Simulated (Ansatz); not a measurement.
Cost and result up the ladder for Au₂Br (3 atoms). The state is a doublet with charge 0. Geometry: PBE-D4/def2-TZVP.

| atom | x (Å) | y (Å) | z (Å) |
| --- | --- | --- | --- |
| Au1 | 1.1878 | 1.8940 | -0.4729 |
| Au2 | -1.6385 | -1.5886 | 0.1222 |
| Br3 | 0.4507 | -0.3054 | 0.3507 |

Ansatz on 4 threads of Arm Neoverse V2 on a shared host. Times are rough, and most runs start from the orbitals of an earlier one. PBE0-D4/def2-TZVP serves as the yardstick here, not as an exact answer. Differences are given only for rows in sets of like size (and for xTB, whose basis is part of the method), since another set adds its own error. Binding counts from free atoms at the same level (Au doublet, Br doublet; other spins of the atoms weren't run), without zero-point energy or a counterpoise term.

In the def2 sets Au takes a core potential; there is no spin–orbit coupling. HSE06 is defined as in plane-wave codes, on full-range PBE exchange. Correlated methods freeze 9 core orbitals; core or outer-core shells of Au, Br are correlated, in sets that lack core-valence functions. The rows differ in basis, and correlated rows in double-zeta sets carry the largest basis error. In CCSD on the charge 0 doublet the largest single amplitude is 0.23, so its Hartree–Fock determinant may place the open shell otherwise than the density functionals do. No other spin state of charge 0 was run. Another isomer (doublet) lies 0.52 eV lower at PBE0-D4/def2-TZVP; other spin states weren't run for this one.

Correlated methods converge slowly with the basis, most of all in double-zeta sets.

```csv
level,functions,wall time,binding energy per atom (eV),difference from PBE0-D4/def2-TZVP (eV)
PBE-D4/def2-TZVP (with forces),128,2.4 s,1.22,0.14
BLYP-D4/def2-TZVP,128,2.6 s,1.12,0.04
HSE06-D4/def2-TZVP,128,3.6 s,1.09,0.01
PBE0-D4/def2-TZVP,128,3.9 s,1.08,0.00
r2SCAN-D4/def2-TZVP,128,5.5 s,1.19,0.11
CCSD(T)/def2-SVP,96,20 s,0.85,–
```
